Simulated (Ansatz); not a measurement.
Reaction (SMILES): C[SiH](C)O[SiH3] → C[Si](C)O[SiH3] + H atom (the H-Si bond at the site shown breaks; other sites are not compared here)
Each molecule is optimised on its own at B3LYP-D3(BJ)/def2-TZVP (Ansatz, a quantum-chemistry and plane-wave program), one conformer each, not searched for the lowest. Frequencies are from Ansatz.

Property: bond dissociation energy (0 K, with B3LYP-D3(BJ) harmonic zero-point energies), in kcal/mol. Cores are frozen in the correlated levels unless marked. UHF or UKS for open shells. No spin-orbit coupling. Non-relativistic. CBS marks a two-point X^-3 extrapolation of the correlation energy; Hartree-Fock from the larger set.

Level to compare with: CCSD(T)/CBS(cc-pV(T+d)Z,cc-pV(Q+d)Z) (Ansatz), 93.8 kcal/mol. It is a level with limits of its own, and the differences hold the functionals' basis error too.

Problem. Rank these functionals by how close they come to CCSD(T)/CBS(cc-pV(T+d)Z,cc-pV(Q+d)Z), closest first: PBE/def2-TZVPD (Ansatz); B97M-V/def2-TZVPD (Ansatz); B3LYP/def2-TZVPD (Ansatz).

Solution. B97M-V/def2-TZVPD (meta-GGA with VV10, 92.1 kcal/mol, difference -1.7), B3LYP/def2-TZVPD (global hybrid, 90.5 kcal/mol, difference -3.3), PBE/def2-TZVPD (GGA, 85.7 kcal/mol, difference -8.1)
